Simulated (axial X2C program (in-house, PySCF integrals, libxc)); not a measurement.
## Spin–orbit effects down a group: molecules with I (ions), CCSD

Calculated with an axial X2C code built on PySCF integrals, spin-free (one-electron X2C) or two-component (2c: spin–orbit coupling with atomic mean-field Coulomb and Gaunt terms, which also bring small scalar terms), in Dyall basis sets with cores contracted in-house; open shells are unrestricted.

Basis sets: Ge dyall-cv3z, I dyall-cv3z, Si dyall-v3z, Sn dyall-cv3z. Frozen shells (counts by l): SiI⁺ I 4s3p2d, Si 2s1p, 10 electrons correlated; GeI⁺ I 4s3p2d, Ge 3s2p1d, 10 electrons correlated; SnI⁺ I 4s3p2d, Sn 4s3p2d, 10 electrons correlated. Coupled cluster in natural virtuals with an MP2 remainder. Where the outer core of a metal is frozen, bonds come out longer and ionisation energies lower.

```
molecule  spin-free state  Re (Å)  ωe (cm⁻¹)  De (eV)  2c state  Re 2c (Å)  ωe 2c (cm⁻¹)  De 2c (eV)
    SiI⁺   M_S = 0, Λ = 0   2.324      460.7     3.86     Ω = 0      2.328         456.9        3.59
    GeI⁺   M_S = 0, Λ = 0   2.408      305.8     3.52     Ω = 0      2.412         302.8         n/a
    SnI⁺   M_S = 0, Λ = 0   2.611      242.4     3.15     Ω = 0      2.616         239.5         n/a
```

Task: Work out the shifts from the spin-free to the two-component result.

Result: 

```
molecule  2c state  ΔRe (Å)  Δωe (cm⁻¹)  ΔDe (eV)
    SiI⁺     Ω = 0    0.004       noise     -0.27
    GeI⁺     Ω = 0    0.004        -3.0       n/a
    SnI⁺     Ω = 0    0.005        -2.9       n/a
```

Shifts of one unit in the last digit are rounding. Where the truncated virtual spaces of the two runs make Δωe unreliable it is marked noise.

Fragments in 2c: I + Si+, I + Ge+, I + Sn+. Each entry is the lowest single determinant of a limited PBE0 search at one distance. De goes to single-determinant-based atoms at the same level (for ions the charge split of lowest energy) and is withheld (n/a) where an atom does not fit its ground term or J level. Main or longest-lived isotopes. One determinant is a doubtful description, or other states lie close, for GeI⁺, SiI⁺; these need not be ground states, and all values refer to the states named. Some light 2c atoms are not at their ground J level, so De misses part of their lowering (0.04 eV or less).
